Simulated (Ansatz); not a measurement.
Consider the hydrogen abstraction from the Si–H bond: `C[SiH](O)F` + `[SiH3]`• → `C[Si](O)F`• + SiH₄.

Calculated with Ansatz (gas phase, PBE0-D4/def2-TZVP geometries, no zero-point term in ΔE). CCSD(T)/CBS is the MP2 limit (def2-TZVPP, def2-QZVPP) plus CCSD(T) − MP2 in def2-TZVPP, frozen cores. This one scheme is used for every species. No spin–orbit coupling; open shells (•) take unrestricted orbitals. One conformer a species, not always the lowest.

```json
{"species": "`C[SiH](O)F`", "CCSD(T)/def2-TZVPP energy (Eh)": "-505.10634"}
{"species": "`[SiH3]`•", "CCSD(T)/def2-TZVPP energy (Eh)": "-290.78384"}
{"species": "`C[Si](O)F`•", "CCSD(T)/def2-TZVPP energy (Eh)": "-504.44718"}
{"species": "SiH₄", "CCSD(T)/def2-TZVPP energy (Eh)": "-291.43564"}
```

**Question.** Work out ΔE.

**Answer.** ΔE = (-504.44718) + (-291.43564) − (-505.10634) − (-290.78384) = 0.00736 Eh = +0.20 eV. CCSD(T)/CBS gives +0.18 eV.

**Question.** What do rigid-rotor, harmonic-oscillator terms from PBE0-D4/def2-TZVP frequencies (298.15 K, 1 bar) make of the CCSD(T)/CBS value? (An estimate is asked.)

**Answer.** The calculation gave: ΔZPE = +0.02 eV, ΔH = +0.19 eV, ΔS = -7 J/(mol·K), ΔG = +0.21 eV. Open shells count their whole term as degenerate.

Largest T1 diagnostic among the species: 0.015.

At CCSD(T), def2-SVP lies +0.06 eV from the extrapolated value and def2-TZVPP +0.02 eV. Leaving LDA and LC-ωPBE aside and taking each functional with its dispersion term where it has one, the values, not all of them listed here, spread over 0.11 eV, from BLYP-D4 to PBE-QIDH. From BLYP to BHLYP (50 % exact exchange), in def2-TZVPP and without D4, ΔE moves by +0.11 eV.
